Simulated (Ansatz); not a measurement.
Geometry optimisation, UKS PBE/def2-SVP (Ansatz).

input.yaml

```yaml
crystal:
  periodic: [false, false, false]
  atoms:
    - { symbol: Ge, position_ang: [0.02498, -0.034973, -0.318641] }
    - { symbol: H, position_ang: [0.13304, 0.085042, 2.428732] }
    - { symbol: H, position_ang: [1.42805, -0.026872, -1.004092] }
    - { symbol: H, position_ang: [-0.885231, 1.127004, -0.869939] }
    - { symbol: O, position_ang: [-0.648768, -1.642009, -0.808969] }
    - { symbol: H, position_ang: [-1.551003, -1.766126, -0.450245] }
    - { symbol: C, position_ang: [0.05327, 0.052738, 3.54127] }
    - { symbol: F, position_ang: [-0.664607, -1.020302, 3.924301] }
    - { symbol: F, position_ang: [1.276545, -0.026331, 4.094262] }
    - { symbol: F, position_ang: [-0.556676, 1.162229, 3.99652] }
magnetization:
  spin_polarized: true
  initial_magnetization: 1
basis:
  gaussian: { orbitals: def2-SVP }
hamiltonian:
  xc: pbe
relax:
  f_tol: 0.03
  max_steps: 50
```

Launched with:

```bash
$ ansatz run input.yaml --threads 4 --pin off --max-ram 5120MiB --backend cpu --events-out ev --progress --plain --runs-dir out
```

Question: Where does it end, and by what steps?

Answer: The run converged. After 4 steps the energy has fallen by 0.020 eV; H6 moved furthest, 0.31 Å.

| step | energy less start (eV) | largest force component (eV/Å) | accepted |
| --- | --- | --- | --- |
| 0 | 0.0000 | 0.151 | yes |
| 1 | -0.0101 | 0.724 | yes |
| 2 | -0.0194 | 0.160 | yes |
| 3 | -0.0203 | 0.047 | yes |
| 4 | -0.0205 | 0.024 | yes |

```xyz
10
Properties=species:S:1:pos:R:3
Ge 0.007 -0.066 -0.466
H 0.182 0.118 2.609
H 1.407 -0.045 -1.160
H -0.933 1.060 -1.042
O -0.647 -1.689 -0.934
H -1.605 -1.742 -0.752
C 0.082 0.080 3.721
F -0.639 -0.995 4.087
F 1.294 0.003 4.298
F -0.539 1.186 4.172
```

The run took 20 s on 4 threads of Arm Neoverse N1, on a shared host, peak memory 0.2 GiB.
